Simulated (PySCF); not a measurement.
C₂H₇S, SMILES CC[SH2+], charge +1.

Geometry optimised at PBE-D3(BJ)/def2-SVP. The isomer is the one that the SMILES or the coordinates give; other isomers of the formula were not compared.

The numbers are results of PBE-D3(BJ)/def2-SVP (PySCF), not measurements.

Frequencies are harmonic and unscaled.

Computed vibrational spectrum:
```csv
mode,ν (cm⁻¹),IR (km/mol),moving atoms (share of kinetic energy)
1,206,26.1,H 94 %
2,266,1.5,"H 88 %, C 9 %"
3,300,3.3,"C 46 %, H 35 %, S 19 %"
4,544,14.7,"C 54 %, S 33 %, H 14 %"
5,659,0.1,H 96 %
6,778,12.6,H 88 %
7,813,12.7,H 93 %
8,944,16.7,"H 56 %, C 43 %"
9,1071,1.5,"C 57 %, H 42 %"
10,1084,0.6,"H 69 %, C 30 %"
11,1140,7.7,H 95 %
12,1227,0.0,"H 89 %, C 10 %"
13,1256,19.3,"H 81 %, C 18 %"
14,1348,12.1,"H 82 %, C 18 %"
15,1392,11.8,"H 90 %, C 10 %"
16,1406,25.4,H 97 %
17,1412,5.4,H 95 %
18,2533,28.8,H 97 %
19,2554,31.4,H 97 %
20,2983,5.9,H 97 %
21,3009,5.0,H 94 %
22,3069,9.9,"H 90 %, C 10 %"
23,3077,6.1,"H 91 %, C 9 %"
24,3092,0.8,"H 90 %, C 10 %"
```
